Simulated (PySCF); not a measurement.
PySCF job for Cu(F) cation (CuF), SMILES [F][Cu] (connectivity only; charge and spin as stated), charge +1, multiplicity 2, IEF-PCM-M06-2X/def2-TZVPD. Coordinates come from a PBE0-D3(BJ)/def2-TZVPD optimisation. The multiplicity is an assumed one; other spin states were not compared.

```python
import numpy as np
from pyscf import gto, scf, dft
from pyscf.solvent import pcm

mol = gto.M(
    atom='''
    Cu    0.00000000    0.00000000   -0.39972348
    F     0.00000000    0.00000000    1.28799789
    ''',
    basis='def2-TZVPD',
    charge=1,
    spin=1,
    max_memory=1600,
    verbose=3,
)
mf = dft.UKS(mol, xc='m06-2x').density_fit(auxbasis='def2-universal-jkfit')
mf.grids.level = 4
mf.conv_tol = 1e-9
mf.max_cycle = 100
mf.kernel()
fine, coarse = mf.grids, dft.Grids(mol).set(level=1).build(with_non0tab=True)
for _ in range(3):  # follow internal instabilities
    mf.grids = coarse
    mo, _, stable, _ = mf.stability(return_status=True, nroots=4)
    mf.grids = fine
    if stable:
        break
    mf.kernel(mf.make_rdm1(mo, mf.mo_occ))
res = {}
for name, eps in {'water': 78.355, 'chloroform': 4.7113, 'chlorobenzene': 5.6968}.items():
    s = mf.PCM()
    s.with_solvent.method, s.with_solvent.eps, s.with_solvent.lebedev_order = 'IEF-PCM', eps, 29
    s.kernel(mf.make_rdm1())
    res[name] = (s.e_tot, eps, s.dip_moment(), s.mo_energy, s.converged)
    print(f'{name}: electrostatic solvation free energy {(s.e_tot - mf.e_tot) * 627.509474:.3f} kcal/mol')
```

Log of the run:

```

WARN: HOMO -0.197533418087244 >= LUMO -0.197533418087242


WARN: HOMO -0.550853985812411 >= LUMO -0.550853985812371

converged SCF energy = -1739.94180749744  <S^2> = 0.75267939  2S+1 = 2.0026776
<class 'pyscf.df.df_jk.DFUKS'> wavefunction is stable in the internal stability analysis

WARN: PCM is an experimental feature. It is still in testing.
Features and APIs may be changed in the future.

converged SCF energy = -1740.15494744796  <S^2> = 0.75160642  2S+1 = 2.0016058

WARN: System has nonzero charge 1; the dipole moment is origin-dependent.
Location of origin: [0. 0. 0.]

Dipole moment(X, Y, Z, Debye):  0.00000,  0.00000, -7.74863
water: electrostatic solvation free energy -133.747 kcal/mol

WARN: PCM is an experimental feature. It is still in testing.
Features and APIs may be changed in the future.

converged SCF energy = -1740.1052856954  <S^2> = 0.7517891  2S+1 = 2.0017883

WARN: System has nonzero charge 1; the dipole moment is origin-dependent.
Location of origin: [0. 0. 0.]

Dipole moment(X, Y, Z, Debye): -0.00000, -0.00000, -7.27469
chloroform: electrostatic solvation free energy -102.584 kcal/mol

WARN: PCM is an experimental feature. It is still in testing.
Features and APIs may be changed in the future.

converged SCF energy = -1740.11409968612  <S^2> = 0.75175755  2S+1 = 2.0017568

WARN: System has nonzero charge 1; the dipole moment is origin-dependent.
Location of origin: [0. 0. 0.]

Dipole moment(X, Y, Z, Debye):  0.00000,  0.00000, -7.35935
chlorobenzene: electrostatic solvation free energy -108.115 kcal/mol
```

The run converged.

Cost: very roughly 80 core-seconds.
